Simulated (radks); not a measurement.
Valence configurations of neutral potassium (all share [Ar]). Calculated with a radial shooting solver on a logarithmic mesh with Libxc functionals: scalar-relativistic Kohn-Sham, LDA (Slater exchange, Perdew-Wang correlation), spin-polarised, spherical densities, finite nucleus; open shells are filled with parallel spins first; Fermi nuclear charge, rms radius 3.4349 fm. Energies are relative to 4s1; eigenvalues in eV for spin up.

| valence | E (eV) | moment (Bohr magnetons) | e(3d) | e(4p) | e(4s) |
|---|---|---|---|---|---|
| 4s1 | 0.000 | 1 | - | - | -2.627 |
| 4s0.5 4p0.5 | 0.831 | 1 | - | -1.284 | -2.953 |
| 3d0.5 4s0.5 | 1.304 | 1 | -0.452 | - | -3.054 |
| 4p1 | 1.671 | 1 | - | -1.535 | - |
| 3d0.5 4p0.5 | 2.140 | 1 | -0.613 | -1.540 | - |
| 3d1 | 2.595 | 1 | -0.680 | - | - |

NIST lists [Ar] 4s1 as the ground configuration; this level of theory agrees among the configurations tried. The energies are those of spherical high-spin densities, not of single terms.
